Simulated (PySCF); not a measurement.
## Correlation energy of B(2+) (boron, charge +2)

[He] 3d1, 2D determinant (an excited configuration). Computed with PySCF 2.14 in dyall-acv3z, with no relativity, point nucleus. Frozen: nothing; 3 electrons correlated; the 5 highest virtual orbitals of each spin left out.

```tsv
level	correlation energy (mhartree)
CCSD	-42.40
(T)	0.00
CCSD(T)	-42.40
```

Diagnostics: T1 = 0.00048, D1 = 0.0011, largest double amplitude 0.007.

Task: Is a single reference adequate?

Result: Yes: T1 lies below 0.03 and no double amplitude reaches 0.07.
